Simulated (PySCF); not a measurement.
CH2Cl3Si, SMILES [CH2][Si](Cl)(Cl)Cl, multiplicity 2.

The structure is a stationary point at PBE-D3(BJ)/def2-SVP. The isomer is the one that the SMILES or the coordinates give; other isomers of the formula were not compared.

Computed with PBE-D3(BJ)/def2-SVP (PySCF).

Frequencies are harmonic and unscaled.

| mode | ν (cm⁻¹) | IR (km/mol) | moving atoms (share of kinetic energy) |
|---|---|---|---|
| 1 | 42 | 0.1 | H 96 % |
| 2 | 144 | 0.9 | Cl 70 %, C 21 % |
| 3 | 152 | 0.5 | Cl 69 %, C 19 %, H 11 % |
| 4 | 207 | 1.5 | Cl 49 %, C 23 %, H 15 %, Si 14 % |
| 5 | 210 | 2.4 | Cl 46 %, C 22 %, H 21 %, Si 12 % |
| 6 | 221 | 10.3 | Cl 59 %, Si 26 %, C 13 % |
| 7 | 441 | 21.8 | Cl 68 %, C 15 %, Si 14 % |
| 8 | 533 | 0.2 | H 50 %, C 19 %, Si 16 %, Cl 15 % |
| 9 | 571 | 96.7 | Si 48 %, Cl 34 %, H 14 % |
| 10 | 605 | 217.8 | Si 50 %, H 21 %, Cl 20 %, C 9 % |
| 11 | 733 | 93.3 | H 61 %, Si 19 %, C 18 % |
| 12 | 791 | 61.6 | C 46 %, Si 41 %, H 12 % |
| 13 | 1302 | 7.6 | H 87 %, C 13 % |
| 14 | 3077 | 0.9 | H 95 % |
| 15 | 3193 | 1.4 | H 89 %, C 11 % |
